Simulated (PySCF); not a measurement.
## Molecular orbitals of YbO

RHF at R = 1.803 Å; PySCF, spin-free X2C with a Gaussian nucleus, basis sets Yb x2c-TZVPall, O x2c-TZVPall. State: singlet, about 14.0 electrons in the 4f shell (Mulliken). Only the outer orbitals are listed, counted within each symmetry.

```csv
orbital,occ.,ε (eV),on Yb (%),main shells (%)
8π,2,-8.13,20,"80 O p, 13 Yb d"
8π,2,-8.13,20,"80 O p, 13 Yb d"
15σ,2,-7.77,27,"72 O p, 12 Yb d"
16σ,0,-0.20,98,"69 Yb s, 26 Yb p"
9π,0,0.82,100,"83 Yb p, 17 Yb d"
9π,0,0.82,100,"83 Yb p, 17 Yb d"
```

Which are the highest filled and the lowest empty level, where do they sit, and how wide is the gap?

Highest filled 15σ at -7.77 eV (in %: 72 O p, 12 Yb d); lowest empty 16σ at -0.20 eV (in %: 69 Yb s, 26 Yb p); the gap at RHF is 7.57 eV.

The bond order (Mayer) is 1.65. The ⟨S²⟩ is 0.000. The charge on Yb (Mulliken, basis-dependent) is 0.98 and the charge on Yb (Löwdin, basis-dependent) is 0.71. The dipole moment (positive dipole means Yb(−)O(+)) is -9.75 D, the polarisability along the bond is 52.5 bohr³ and the polarisability across the bond is 22.6 bohr³.

Spin–orbit coupling is left out.
